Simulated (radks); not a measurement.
Spherical quantum dot in the effective-mass picture: electrons in a well V = -V0 / (1 + exp((r - R)/a)) with V0 = 7.78, R = 5.37, a = 0.57, with a point charge +1 (a donor) at the centre, all in effective atomic units (hartree* = m*/eps^2 hartree, bohr* = eps/m* bohr), one dielectric constant everywhere. Calculated with a radial shooting solver with Libxc functionals: non-relativistic Kohn-Sham, PBEsol, spin-polarised, spherical densities. Levels are named by radial order and angular momentum (1s, 1p, 1d, 2s, ...), and open shells are averaged over m. Results are scaled to m* = 0.383 and eps = 10.6, for which hartree* = 92.76 meV and bohr* = 1.465 nm. At N = 16 the configuration is 1s2 1p6 1d(up 5, down 2) 2s(up 1, down 0). Does electron 17 go into 1d down or 1f up or 2s down?

Answer. Into 1d down. The total energies of the other choices lie higher by 12.5 meV (2s down), 21.4 meV (1f up). A rearrangement to 1s2 1p6 1d(up 5, down 4) is lower still, by 0.196 meV.
